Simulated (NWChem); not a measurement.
# methylammonium (CH₆N cation); SMILES C[NH3+]

B3LYP is NWChem's, with the RPA form of VWN correlation.

Task: Give the equilibrium geometry at B3LYP/6-31G* (spherical d) (NWChem) as a Z-matrix, with the point group.

Result: point group C3v; any orientation.
```
N
H 1 1.0283
H 1 1.0283 2 107.31
H 1 1.0283 2 107.31 3 -115.06
C 1 1.5171 2 111.56 3 122.47
H 5 1.0899 1 108.19 2 179.95
H 5 1.0899 6 110.72 1 -118.40
H 5 1.0899 6 110.72 7 -123.21
```
